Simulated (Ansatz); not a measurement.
**Nudged elastic band run: AlBrH4O2Se**

input.yaml

```yaml
crystal:
  periodic: [false, false, false]
  atoms:
    - { symbol: Al, position_ang: [-0.417773, -0.25615, -0.424684] }
    - { symbol: Br, position_ang: [0.5442, -2.334339, -0.400054] }
    - { symbol: O, position_ang: [-0.322158, 0.613247, -1.894325] }
    - { symbol: O, position_ang: [-1.711298, 0.045796, 0.656569] }
    - { symbol: H, position_ang: [2.431844, 0.323903, 0.902447] }
    - { symbol: Se, position_ang: [1.180972, 1.045053, 1.188539] }
    - { symbol: H, position_ang: [0.049635, 0.236696, -2.693442] }
    - { symbol: H, position_ang: [-2.61237, 0.182302, 0.360832] }
    - { symbol: H, position_ang: [0.856947, 0.14349, 2.304219] }
basis:
  gaussian: { orbitals: def2-SVP }
hamiltonian:
  xc: pbe0
  dispersion: d4
neb:
  order_check: false
  images: 5
  f_tol: 0.05
  max_iterations: 60
  final_atoms:
    - { symbol: Al, position_ang: [-0.43634141, -0.26272011, -0.4025708] }
    - { symbol: Br, position_ang: [0.1316145, -2.42270695, 0.10096927] }
    - { symbol: O, position_ang: [0.32562518, 0.47622497, -1.74645594] }
    - { symbol: O, position_ang: [-2.00011628, 0.24593788, 0.06670359] }
    - { symbol: H, position_ang: [2.35828757, 0.45138025, 0.54901269] }
    - { symbol: Se, position_ang: [1.175223, 1.0401058, 1.19431235] }
    - { symbol: H, position_ang: [-0.15882279, 0.74245146, -2.52952427] }
    - { symbol: H, position_ang: [-2.63920231, -0.35062971, 0.45958015] }
    - { symbol: H, position_ang: [1.24373153, 0.0799544, 2.30807395] }
  initial_path:
    images:
      - { positions_ang: [[-0.417773, -0.25615, -0.424684], [0.5442, -2.334339, -0.400054], [-0.322158, 0.613247, -1.894325], [-1.711298, 0.045796, 0.656569], [2.431844, 0.323903, 0.902447], [1.180972, 1.045053, 1.188539], [0.049635, 0.236696, -2.693442], [-2.61237, 0.182302, 0.360832], [0.856947, 0.14349, 2.304219]] }
      - { positions_ang: [[-0.44286966, -0.14638665, -0.45259489], [0.67276856, -2.3319684, -0.31482921], [-0.25647045, 0.58444383, -1.93946085], [-1.74801791, 0.00237439, 0.57942126], [2.1936356, -0.02056268, 0.83818065], [1.27583188, 1.10034132, 1.18005451], [0.08562539, 0.39144614, -2.76692788], [-2.61211439, 0.06224713, 0.55176742], [0.83160998, 0.35806291, 2.32448998]] }
      - { positions_ang: [[-0.46796633, -0.03662329, -0.48050577], [0.80133712, -2.32959779, -0.22960441], [-0.19078289, 0.55564066, -1.98459671], [-1.78473782, -0.04104721, 0.50227353], [1.9554272, -0.36502837, 0.7739143], [1.37069176, 1.15562964, 1.17157003], [0.12161578, 0.54619628, -2.84041376], [-2.61185877, -0.05780774, 0.74270285], [0.80627295, 0.57263583, 2.34476095]] }
      - { positions_ang: [[-0.49306299, 0.07314006, -0.50841666], [0.92990568, -2.32722719, -0.14437962], [-0.12509534, 0.52683749, -2.02973256], [-1.82145773, -0.08446882, 0.42512579], [1.7172188, -0.70949405, 0.70964795], [1.46555164, 1.21091796, 1.16308554], [0.15760617, 0.70094641, -2.91389964], [-2.61160316, -0.17786261, 0.93363827], [0.78093593, 0.78720874, 2.36503193]] }
      - { positions_ang: [[-0.4741558, -0.03881333, -0.47313471], [0.66380862, -2.35905378, -0.06259665], [0.02514483, 0.50996665, -1.93530702], [-1.88101058, 0.02566674, 0.30565173], [1.93090839, -0.32253595, 0.65610286], [1.36877543, 1.15398058, 1.17349448], [0.05212985, 0.71478143, -2.78577452], [-2.62080288, -0.23545164, 0.7756189], [0.93520113, 0.5514573, 2.34604593]] }
      - { positions_ang: [[-0.4552486, -0.15076672, -0.43785275], [0.39771156, -2.39088037, 0.01918631], [0.17538501, 0.49309581, -1.84088148], [-1.94056343, 0.13580231, 0.18617766], [2.14459798, 0.06442215, 0.60255778], [1.27199922, 1.09704319, 1.18390341], [-0.05334647, 0.72861645, -2.65764939], [-2.63000259, -0.29304068, 0.61759953], [1.08946633, 0.31570585, 2.32705994]] }
      - { positions_ang: [[-0.43634141, -0.26272011, -0.4025708], [0.1316145, -2.42270695, 0.10096927], [0.32562518, 0.47622497, -1.74645594], [-2.00011628, 0.24593788, 0.06670359], [2.35828757, 0.45138025, 0.54901269], [1.175223, 1.0401058, 1.19431235], [-0.15882279, 0.74245146, -2.52952427], [-2.63920231, -0.35062971, 0.45958015], [1.24373153, 0.0799544, 2.30807395]] }
```

Command:

```bash
$ ansatz run input.yaml --threads 4 --pin off --max-ram 5120MiB --backend cpu --events-out ev --progress --plain --runs-dir out
```

Output, in part (warnings, iteration lines, the closing report on the highest movable image, with atoms numbered from 0):

```
NEB end point (image 0): max|allowed force component| = 2.490e-2 eV/Å (the criterion of neb.relax_end_points is 1.000e-2)
NEB end point (image 6): max|allowed force component| = 2.075e-2 eV/Å (the criterion of neb.relax_end_points is 1.000e-2)
NEB iter   1: max|band force component| = 6.740e0 eV/Å  barrier→ = 1.7568 eV  barrier← = 1.7569 eV  Δτ_max = 0.2000 Å  (183 SCF iters)
NEB iter   2: max|band force component| = 1.234e0 eV/Å  barrier→ = 0.7918 eV  barrier← = 0.7919 eV  Δτ_max = 0.2000 Å  (154 SCF iters)
NEB iter   3: max|band force component| = 2.827e0 eV/Å  barrier→ = 0.9500 eV  barrier← = 0.9502 eV  Δτ_max = 0.0991 Å  (146 SCF iters)
NEB iter   4: max|band force component| = 4.215e-1 eV/Å  barrier→ = 0.6086 eV  barrier← = 0.6088 eV  CI = image 3  Δτ_max = 0.1005 Å  (141 SCF iters)
NEB iter   5: max|band force component| = 3.559e-1 eV/Å  barrier→ = 0.5194 eV  barrier← = 0.5195 eV  CI = image 3  Δτ_max = 0.0508 Å  (143 SCF iters)
NEB iter   6: max|band force component| = 2.948e-1 eV/Å  barrier→ = 0.4852 eV  barrier← = 0.4854 eV  CI = image 3  Δτ_max = 0.0508 Å  (140 SCF iters)
NEB iter   7: max|band force component| = 2.762e-1 eV/Å  barrier→ = 0.4547 eV  barrier← = 0.4549 eV  CI = image 3  Δτ_max = 0.0511 Å  (141 SCF iters)
NEB iter   8: max|band force component| = 2.577e-1 eV/Å  barrier→ = 0.4297 eV  barrier← = 0.4298 eV  CI = image 3  Δτ_max = 0.0514 Å  (141 SCF iters)
NEB iter   9: max|band force component| = 2.361e-1 eV/Å  barrier→ = 0.4069 eV  barrier← = 0.4070 eV  CI = image 3  Δτ_max = 0.0511 Å  (142 SCF iters)
NEB iter  10: max|band force component| = 2.129e-1 eV/Å  barrier→ = 0.3874 eV  barrier← = 0.3876 eV  CI = image 3  Δτ_max = 0.0510 Å  (141 SCF iters)
NEB iter  11: max|band force component| = 2.093e-1 eV/Å  barrier→ = 0.3679 eV  barrier← = 0.3681 eV  CI = image 3  Δτ_max = 0.0515 Å  (143 SCF iters)
NEB iter  12: max|band force component| = 2.347e-1 eV/Å  barrier→ = 0.3527 eV  barrier← = 0.3528 eV  CI = image 3  Δτ_max = 0.0253 Å  (142 SCF iters)
NEB iter  13: max|band force component| = 1.912e-1 eV/Å  barrier→ = 0.3433 eV  barrier← = 0.3434 eV  CI = image 3  Δτ_max = 0.0507 Å  (143 SCF iters)
NEB iter  14: max|band force component| = 1.747e-1 eV/Å  barrier→ = 0.3285 eV  barrier← = 0.3286 eV  CI = image 3  Δτ_max = 0.0506 Å  (134 SCF iters)
NEB iter  15: max|band force component| = 1.592e-1 eV/Å  barrier→ = 0.3137 eV  barrier← = 0.3139 eV  CI = image 3  Δτ_max = 0.1010 Å  (143 SCF iters)
NEB iter  16: max|band force component| = 1.487e-1 eV/Å  barrier→ = 0.2885 eV  barrier← = 0.2886 eV  CI = image 3  Δτ_max = 0.1012 Å  (137 SCF iters)
NEB iter  17: max|band force component| = 1.508e-1 eV/Å  barrier→ = 0.2658 eV  barrier← = 0.2660 eV  CI = image 3  Δτ_max = 0.1785 Å  (142 SCF iters)
NEB iter  18: max|band force component| = 1.878e-1 eV/Å  barrier→ = 0.2305 eV  barrier← = 0.2307 eV  CI = image 3  Δτ_max = 0.1234 Å  (136 SCF iters)
NEB iter  19: max|band force component| = 2.114e-1 eV/Å  barrier→ = 0.2016 eV  barrier← = 0.2017 eV  CI = image 3  Δτ_max = 0.0615 Å  (138 SCF iters)
NEB iter  20: max|band force component| = 2.341e-1 eV/Å  barrier→ = 0.1814 eV  barrier← = 0.1816 eV  CI = image 3  Δτ_max = 0.0615 Å  (141 SCF iters)
NEB iter  21: max|band force component| = 2.320e-1 eV/Å  barrier→ = 0.1558 eV  barrier← = 0.1559 eV  CI = image 3  Δτ_max = 0.0614 Å  (141 SCF iters)
NEB iter  22: max|band force component| = 2.598e-1 eV/Å  barrier→ = 0.1333 eV  barrier← = 0.1334 eV  CI = image 3  Δτ_max = 0.0612 Å  (141 SCF iters)
NEB iter  23: max|band force component| = 2.655e-1 eV/Å  barrier→ = 0.1102 eV  barrier← = 0.1104 eV  CI = image 3  Δτ_max = 0.1219 Å  (141 SCF iters)
NEB iter  24: max|band force component| = 2.625e-1 eV/Å  barrier→ = 0.0874 eV  barrier← = 0.0875 eV  CI = image 3  Δτ_max = 0.1604 Å  (141 SCF iters)
NEB iter  25: max|band force component| = 2.411e-1 eV/Å  barrier→ = 0.0679 eV  barrier← = 0.0681 eV  CI = image 3  Δτ_max = 0.0957 Å  (140 SCF iters)
NEB iter  26: max|band force component| = 2.155e-1 eV/Å  barrier→ = 0.0532 eV  barrier← = 0.0533 eV  CI = image 3  Δτ_max = 0.0652 Å  (141 SCF iters)
NEB iter  27: max|band force component| = 1.764e-1 eV/Å  barrier→ = 0.0426 eV  barrier← = 0.0427 eV  CI = image 3  Δτ_max = 0.0442 Å  (142 SCF iters)
NEB iter  28: max|band force component| = 1.529e-1 eV/Å  barrier→ = 0.0351 eV  barrier← = 0.0352 eV  CI = image 3  Δτ_max = 0.0795 Å  (145 SCF iters)
NEB iter  29: max|band force component| = 1.182e-1 eV/Å  barrier→ = 0.0296 eV  barrier← = 0.0297 eV  CI = image 3  Δτ_max = 0.0683 Å  (145 SCF iters)
NEB iter  30: max|band force component| = 9.769e-2 eV/Å  barrier→ = 0.0255 eV  barrier← = 0.0257 eV  CI = image 3  Δτ_max = 0.0389 Å  (142 SCF iters)
NEB iter  31: max|band force component| = 6.571e-2 eV/Å  barrier→ = 0.0221 eV  barrier← = 0.0222 eV  CI = image 3  Δτ_max = 0.0447 Å  (145 SCF iters)
NEB iter  32: max|band force component| = 6.260e-2 eV/Å  barrier→ = 0.0197 eV  barrier← = 0.0198 eV  CI = image 3  Δτ_max = 0.0366 Å  (137 SCF iters)
NEB iter  33: max|band force component| = 7.232e-2 eV/Å  barrier→ = 0.0183 eV  barrier← = 0.0184 eV  CI = image 3  Δτ_max = 0.0183 Å  (138 SCF iters)
NEB iter  34: max|band force component| = 4.126e-2 eV/Å  barrier→ = 0.0178 eV  barrier← = 0.0179 eV  CI = image 3  Δτ_max = 0.0000 Å  (262 SCF iters)
Total energy: -146112.41847763 eV, -5369.5323404984 hartree
Atom 0 at    -0.453990    -0.177125    -0.411991 Å, force    -0.010399    -0.013873    -0.013979 eV/Å
Atom 1 at     0.208924    -2.368308    -0.266478 Å, force     0.001708    -0.001299    -0.001644 eV/Å
Atom 2 at     0.018756     0.668726    -1.822054 Å, force    -0.020654     0.013085     0.010205 eV/Å
Atom 3 at    -1.844209     0.269138     0.480131 Å, force     0.004840     0.011322    -0.005541 eV/Å
Atom 4 at     2.396225     0.427024     0.699510 Å, force     0.002787    -0.001399     0.002221 eV/Å
Atom 5 at     1.163465     1.067264     1.184200 Å, force     0.003769     0.003889     0.003277 eV/Å
Atom 6 at     0.108653     0.260531    -2.683969 Å, force     0.014222    -0.009425     0.004602 eV/Å
Atom 7 at    -2.643241    -0.257460     0.525354 Å, force     0.003693    -0.002744     0.003497 eV/Å
Atom 8 at     1.045416     0.110207     2.295400 Å, force     0.000034     0.000443    -0.002638 eV/Å
Dipole moment:     0.345758     0.148493     0.304419 e Å
```

The forces met the threshold. A vibrational analysis at the climbing image gives one clearly imaginary mode, 105i cm⁻¹: a first-order saddle point.

Final band:

| image | path coordinate (Å) | energy (eV) |
| --- | --- | --- |
| 0 | 0.00 | 0.000 |
| 1 | 0.32 | 0.004 |
| 2 | 0.64 | 0.010 |
| 3 | 0.95 | 0.018 |
| 4 | 1.31 | 0.013 |
| 5 | 1.66 | 0.004 |
| 6 | 2.01 | 0.000 |

The run took 12 min on 4 threads of Arm Neoverse N1, on a shared host, peak memory 0.4 GiB.
